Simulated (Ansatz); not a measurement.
Coupled-cluster diagnostics for Si₆W⁺, Ansatz.

Geometry of the doublet (PBE-D4/def2-SVP):

```xyz
7

W     0.255   -1.051   -0.415
Si    2.331   -1.164   -1.663
Si   -0.277   -0.762    1.931
Si   -2.118    0.817    1.464
Si   -0.079    1.294    0.356
Si   -1.932   -0.089   -0.824
Si    1.820    0.956   -0.849
```

In the def2 sets W takes a core potential; there is no spin–orbit coupling. Correlated methods freeze 30 core orbitals; core or outer-core shells of W are correlated, in sets that lack core-valence functions. Another isomer (doublet) lies 1.45 eV lower at PBE0-D4/def2-TZVP; other spin states weren't run for this one.

Task: Estimate the CCSD(T) correlation energy, the shares of MP2 and (T), T1 and the reference's ⟨S²⟩ for: charge 1, doublet, own geometry in def2-SVP; and the rough time on 4 threads of Arm Neoverse V2 on a shared host.

Result: 
```csv
state,basis,correlation (eV),MP2 share (%),(T) share (%),T1,⟨S²⟩ (pure),wall time,remarks
"charge 1, doublet, own geometry",def2-SVP,-26.400,88.1,8.9,0.107,3.15 (0.75),64 s,"large T1, spin-contaminated"
```
Customary marks for T1 are 0.02 (closed shells), 0.045 (open shells) and about 0.05 (3d metals). T1 exceeds 0.02 in 1 of 1 rows and 0.045 in 1; the higher it lies, the less the single-reference result can be trusted.
